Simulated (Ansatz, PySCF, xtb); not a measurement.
Barrier from R1 to the saddle point P1, each structure at its B3LYP-D3(BJ)/def2-TZVP stationary point, reached from a drawn start; harmonic modes at that level show the others as minima.
R1, NH3 (SMILES N) (charge 0, multiplicity 1):
```xyz
4

N      0.000     0.000     0.279
H      0.000     0.943    -0.093
H      0.817    -0.471    -0.093
H     -0.817    -0.471    -0.093
```
P1, H3N, a first-order saddle point (one imaginary mode, 800i cm⁻¹) (charge 0, multiplicity 1):
```xyz
4

N      0.0000     0.0000     0.0000
H      0.9974     0.0000     0.0000
H     -0.4987     0.8638     0.0000
H     -0.4987    -0.8638     0.0000
```

P less R. No zero-point or thermal terms. No path was followed down from the saddle.

Correlated levels freeze the cores.

Codes used: Ansatz (Gaussian basis) for Hartree–Fock, density functionals and correlated methods; PySCF for the D3/D4 terms; xtb for the GFN methods. All values are computed, each at the level named.

```tsv
level	barrier height (kJ/mol)
GFN1-xTB	17.6
PBE/def2-TZVPP	21.7
B3LYP-D3(BJ)/def2-TZVPP	20.0
PBE0-D3(BJ)/def2-TZVPP	20.5
PBE0-D4/def2-TZVPP	20.6
MP2/cc-pVTZ	24.6
MP2/cc-pVQZ	22.4
SCS-MP2/cc-pVTZ	…
CCSD(T)/cc-pVQZ	…
```

What belongs in the gaps?


- SCS-MP2/cc-pVTZ, barrier height (kJ/mol): 25.6
- CCSD(T)/cc-pVQZ, barrier height (kJ/mol): 24.1

Ansatz is a program for electronic structure.
